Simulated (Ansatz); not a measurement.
Mulliken charges of `C[O][AlH][NH2]` from ωB97M-V/def2-TZVPP in Ansatz (PBE0-D4/def2-TZVP geometry).

```
atom   x (Å)   y (Å)   z (Å)  charge (e)
  C1  -1.600   0.245  -1.107      -0.160
  O2  -0.299   0.297  -0.607      -0.381
 Al3   0.480  -0.345   0.744       0.523
  N4   2.192   0.015   0.937      -0.386
  H5  -1.606  -0.204  -2.107       0.106
  H6  -2.275  -0.343  -0.471       0.096
  H7  -2.015   1.256  -1.192       0.107
  H8  -0.293  -1.233   1.797      -0.124
  H9   2.757  -0.313   1.703       0.104
 H10   2.742   0.573   0.305       0.115
```

**Question.** By hand: the dipole of these point charges (1 e Å = 4.8032 D).

**Answer.** Σ q r = (-0.191, -0.073, 0.029) e Å, of length 0.207 e Å = 0.99 D.

**Question.** How does the dipole of the full density compare? (Best estimate.)

**Answer.** The calculation gave: (0.071, -0.001, 0.031) e Å, 0.37 D; the point charges give 2.68 times that, at 142° from its direction, so they point the opposite way.

Point charges leave out the atoms' own dipoles, such as those of lone pairs, and Mulliken's split depends on the basis, so the two needn't agree.
